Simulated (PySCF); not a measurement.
# A search over the determinants of LiSe

Unrestricted PBE0; PySCF, no relativity, basis sets Li def2-SVP, Se def2-SVP. Outer shells of the fragments: Li 2s1; Se 3d10 4s2 4p4.

Followed along the bond (rough minima from three points):

```json
{"2Ms+1": "2", "unpaired": "π ↑", "⟨S²⟩ at the start": "0.75", "R at minimum (Å)": "2.27", "Te (eV)": "0.00"}
{"2Ms+1": "2", "unpaired": "σ ↑", "⟨S²⟩ at the start": "0.75", "R at minimum (Å)": "2.18", "Te (eV)": "0.75"}
{"2Ms+1": "4", "unpaired": "σ ↑, π ↑↑", "⟨S²⟩ at the start": "3.75", "R at minimum (Å)": "none in the scan", "Te (eV)": "≤ 2.78"}
```

Solutions found at the starting distance of 2.400 Å, counted from the lowest of them; the search is not exhaustive and high or unbound solutions are not listed, so other states can lie among these:

```
2Ms+1   unpaired   term  E (eV)  ⟨S²⟩  ⟨Lz²⟩  μ (D)
    2        π ↑     ²Π    0.00  0.75   1.01  -7.27
    2        σ ↑    ²Σ⁺    0.82  0.75   0.00  -7.22
    4  σ ↑, π ↑↑    ⁴Σ⁻    2.84  3.75   0.00   3.97
    2  σ ↓, π ↑↑  mixed    2.89  1.75   0.00   4.17
    2  σ ↑, π ↑↓  mixed    3.28  1.76   2.01   4.07
    4  σ ↑↑, π ↑     ⁴Π    3.46  3.75   1.01   3.94
    4      π ↑↑↑     ⁴Π    4.45  3.75   1.00   1.07
    4  σ ↑, π ↑↑  mixed    4.92  3.75   2.00   0.96
    4  σ ↑, π ↑↑  mixed    5.07  3.75   2.00   0.96
```

A term symbol is given only where ⟨S²⟩ and ⟨Lz²⟩ are close to those of a pure state; real π, δ and φ orbitals otherwise mix terms. A positive dipole means Li(−)Se(+).

**Question.** Compare the gap between the two lowest followed solutions at the starting distance with the gap between their minima.

**Answer.** At PBE0 the second solution (doublet, unpaired electrons σ ↑) lies +0.82 eV from the first (doublet, unpaired electrons π ↑) at 2.400 Å and +0.75 eV at the minima; the two curves relax by different amounts, since their minima lie near 2.18 and 2.27 Å.

Spin–orbit coupling is left out. Counting both spins, an empty level lies below a filled one in some of these solutions, because spin and occupation are held.
